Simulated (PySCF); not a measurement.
# Trend along the chalcogens: MNi molecules

PBE with triple-zeta basis sets in PySCF, for the lowest determinant that a PBE0 search found; no spin–orbit coupling. De refers to high-spin ground-configuration atoms. A positive dipole means M(−)Ni(+).

```csv
M,basis,state (unpaired electrons),Re (Å),ωe (cm⁻¹),De (eV),μ (D)
O,def2-TZVPP,triplet (π ↑↑),1.630,841,n/a,3.84
S,x2c-TZVPPall,triplet (π ↑↑),1.955,523,n/a,3.15
Se,x2c-TZVPPall,triplet (π ↑↑),2.084,379,n/a,2.85
```

The shortest bond is that of NiO (1.630 Å), the longest that of NiSe (2.084 Å).

The rows differ in basis set, which adds steps of its own.

Down a group the atoms grow and get heavier, so bonds lengthen and wavenumbers fall; this series shows no clear exception.

De is left out where the level can put another filling of the metal’s s and d shells below the measured ground configuration, by anything from nothing to about 1 eV. Spin–orbit coupling is left out. With d or f electrons several states lie close, and the lowest PBE0 determinant need not be the measured ground state.
